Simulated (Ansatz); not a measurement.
A trace of molecular dynamics of BFH4SSi (8 atoms, charge 0, multiplicity 1).

Theory: RKS PBE-D4/def2-SVP in Ansatz 0.2.0.

| Property | Result |
| --- | --- |
| ensemble | NVE (velocity Verlet) |
| starting velocities drawn for | 100 K |
| seed | 6793 |

```json
{"time (fs)": "0.0", "T (K)": "100", "potential energy less start (eV)": "0.000", "conserved less start (meV/atom)": "0.00"}
{"time (fs)": "4.0", "T (K)": "48", "potential energy less start (eV)": "0.041", "conserved less start (meV/atom)": "0.04"}
{"time (fs)": "8.0", "T (K)": "91", "potential energy less start (eV)": "0.007", "conserved less start (meV/atom)": "0.02"}
{"time (fs)": "12.0", "T (K)": "234", "potential energy less start (eV)": "-0.103", "conserved less start (meV/atom)": "0.06"}
{"time (fs)": "16.0", "T (K)": "767", "potential energy less start (eV)": "-0.517", "conserved less start (meV/atom)": "0.03"}
{"time (fs)": "20.0", "T (K)": "1664", "potential energy less start (eV)": "-1.214", "conserved less start (meV/atom)": "-0.12"}
{"time (fs)": "24.0", "T (K)": "1789", "potential energy less start (eV)": "-1.311", "conserved less start (meV/atom)": "-0.12"}
{"time (fs)": "28.0", "T (K)": "1340", "potential energy less start (eV)": "-0.962", "conserved less start (meV/atom)": "-0.03"}
{"time (fs)": "32.0", "T (K)": "964", "potential energy less start (eV)": "-0.671", "conserved less start (meV/atom)": "-0.09"}
{"time (fs)": "36.0", "T (K)": "638", "potential energy less start (eV)": "-0.418", "conserved less start (meV/atom)": "-0.04"}
{"time (fs)": "40.0", "T (K)": "765", "potential energy less start (eV)": "-0.515", "conserved less start (meV/atom)": "0.04"}
{"time (fs)": "44.0", "T (K)": "1317", "potential energy less start (eV)": "-0.945", "conserved less start (meV/atom)": "-0.06"}
{"time (fs)": "48.0", "T (K)": "1855", "potential energy less start (eV)": "-1.362", "conserved less start (meV/atom)": "-0.18"}
{"time (fs)": "52.0", "T (K)": "1463", "potential energy less start (eV)": "-1.058", "conserved less start (meV/atom)": "-0.05"}
{"time (fs)": "56.0", "T (K)": "972", "potential energy less start (eV)": "-0.677", "conserved less start (meV/atom)": "-0.06"}
{"time (fs)": "60.0", "T (K)": "425", "potential energy less start (eV)": "-0.251", "conserved less start (meV/atom)": "0.09"}
{"time (fs)": "64.0", "T (K)": "783", "potential energy less start (eV)": "-0.531", "conserved less start (meV/atom)": "-0.14"}
{"time (fs)": "68.0", "T (K)": "1197", "potential energy less start (eV)": "-0.850", "conserved less start (meV/atom)": "0.00"}
{"time (fs)": "72.0", "T (K)": "1853", "potential energy less start (eV)": "-1.361", "conserved less start (meV/atom)": "-0.19"}
{"time (fs)": "76.0", "T (K)": "1609", "potential energy less start (eV)": "-1.171", "conserved less start (meV/atom)": "-0.07"}
{"time (fs)": "80.0", "T (K)": "744", "potential energy less start (eV)": "-0.499", "conserved less start (meV/atom)": "0.05"}
{"time (fs)": "84.0", "T (K)": "422", "potential energy less start (eV)": "-0.250", "conserved less start (meV/atom)": "-0.01"}
{"time (fs)": "88.0", "T (K)": "639", "potential energy less start (eV)": "-0.417", "conserved less start (meV/atom)": "0.11"}
{"time (fs)": "92.0", "T (K)": "1393", "potential energy less start (eV)": "-1.004", "conserved less start (meV/atom)": "-0.11"}
{"time (fs)": "96.0", "T (K)": "1703", "potential energy less start (eV)": "-1.244", "conserved less start (meV/atom)": "-0.08"}
{"time (fs)": "100.0", "T (K)": "1665", "potential energy less start (eV)": "-1.215", "conserved less start (meV/atom)": "-0.18"}
```

**Question.** Can this run be trusted? Judge the integration.

**Answer.** The conserved energy stayed within 0.24 meV per atom of its start (net change -0.18 meV per atom), so the integration is sound. The system heated up, since it started high on the potential surface and ran downhill. A run of 0.1 ps of so small a system gives no equilibrium averages. The orbitals stay closed-shell, which can raise the energy where a bond breaks towards radicals; this wasn't checked here. The time step was 0.5 fs.

The run took 4 min on 2 threads of Arm Neoverse V1, with other jobs on the host, peak memory 0.11 GiB.
